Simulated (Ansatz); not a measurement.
An input meant for Cu(AsH3)(OH) (CuAsOH4) (charge 0, singlet; atoms displaced at random, 0.08 Å in each coordinate).

```yaml
crystal:
  periodic: [false, false, false]
  atoms:
    - {symbol: Cu, position_ang: [-0.129762, -0.112053, -0.997037]}
    - {symbol: As, position_ang: [-0.093621, 0.086359, 1.280037]}
    - {symbol: H, position_ang: [1.238878, 0.038499, 2.048307]}
    - {symbol: H, position_ang: [-0.765800, -1.085861, 2.063110]}
    - {symbol: H, position_ang: [-0.640003, 1.462655, 1.876251]}
    - {symbol: O, position_ang: [-0.141024, 0.049341, -2.875240]}
    - {symbol: H, position_ang: [0.576655, -0.511723, -3.144034]}
basis:
  gaussian: {orbitals: def2-mTZVPP}
total_charge: 4
magnetization: {spin_polarized: true, initial_magnetization: 0}
hamiltonian: {xc: {name: B97M-V}}
scf: {omitted_lower_state_checks: [starts]}
output: {forces: true}
```

```sh
$ ansatz run in.yaml --threads 4 --pin off --events-out ev --progress --plain --max-ram 3916MiB
```

Output, abridged:

```
Functional definition: B97M-V
  name "B97M-V"
  cite "Mardirossian & Head-Gordon, J. Chem. Phys. 142, 074111 (2015) doi:10.1063/1.4907719"
  cite "Becke, J. Chem. Phys. 107, 8554 (1997) doi:10.1063/1.475007"
  cite "Vydrov & Van Voorhis, J. Chem. Phys. 133, 244103 (2010) doi:10.1063/1.3521275"
  # Of w^i u^j: cxij and so on, Table III.
  parameter cx00 = 1.000
  parameter cx01 = 1.308
  parameter cx02 = 1.901
  parameter cx10 = 0.416
  parameter cx11 = 3.070
  parameter css00 = 1.000
  parameter css02 = -1.855
  parameter css10 = -5.668
  parameter css32 = -20.497
  parameter css42 = -20.364
  parameter cos00 = 1.000
  parameter cos01 = 1.573
  parameter cos03 = -6.298
  parameter cos10 = 2.535
  parameter cos32 = -6.427
  parameter b = 6.0
  parameter c = 0.01
  gx(w, u) = cx00 + cx01*u + cx02*u^2 + (cx10 + cx11*u)*w
  gss(w, u) = css00 + css02*u^2 + css10*w + (css32*w^3 + css42*w^4)*u^2
  gos(w, u) = cos00 + cos01*u + cos03*u^3 + cos10*w + cos32*w^3*u^2
  exchange = spin_sum(e_x_unif_s*gx(b97_w, b97_u_x))
  correlation = spin_sum(e_c_pw_mod_same_spin*gss(b97_w, b97_u_same))
      + integral(e_c_pw_mod_opposite_spin*gos(b97_w_opposite, b97_u_opposite)) + vv10(b, c)
these checks for a lower state are left out or cut short: starts
1120 factors; their error is unknown
mean field evaluation 1: about -107319.0807 eV, gradient 2.5e2 eV
mean field evaluation 2: about -104954.9087 eV, gradient 5.7e2 eV
mean field evaluation 4: about -106056.8558 eV, gradient 4.3e2 eV
mean field evaluation 8: about -107395.8985 eV, gradient 1.1e2 eV
mean field evaluation 16: about -107495.8245 eV, gradient 6.9e-1 eV
mean field evaluation 32: about -107497.1603 eV, gradient 3.2e-2 eV
mean field -107497.16031759 eV, -3950.4477774792 hartree, gradient 8.4e-6 eV, S^2 1.413444; 0 other end points of the search recorded, 0 dependent functions left out
the calculation of the forces begins
reference -107497.16040027 eV, -3950.4477805174 hartree; 35, 35 occupied and 78, 78 virtual orbitals, 1120 factors
Total energy: -107497.16040027 eV, -3950.4477805174 hartree
Atom 0 at    -0.129762    -0.112053    -0.997037 Å, force    -1.120158     0.148409    -2.398948 eV/Å
Atom 1 at    -0.093621     0.086359     1.280037 Å, force    -0.818717     1.277501     4.707981 eV/Å
Atom 2 at     1.238878     0.038499     2.048307 Å, force     1.479318    -0.356320     1.082273 eV/Å
Atom 3 at    -0.765800    -1.085861     2.063110 Å, force    -0.180464    -2.045402     0.138764 eV/Å
Atom 4 at    -0.640003     1.462655     1.876251 Å, force    -0.073180     1.414013    -0.790114 eV/Å
Atom 5 at    -0.141024     0.049341    -2.875240 Å, force    -1.956463     1.519324     0.292074 eV/Å
Atom 6 at     0.576655    -0.511723    -3.144034 Å, force     2.669664    -1.957524    -3.032031 eV/Å
Dipole moment:     0.325377    -0.161815     0.113847 e Å
Checks for a lower state left out: starts
```

**Question.** What is wrong with this run?

**Answer.** The charge is far from what the species holds (4 typed, 0 meant). Self-consistency was reached. The result belongs to that input, not to the species as meant. The unrestricted singlet has broken spin symmetry (⟨S²⟩ up to 1.41).
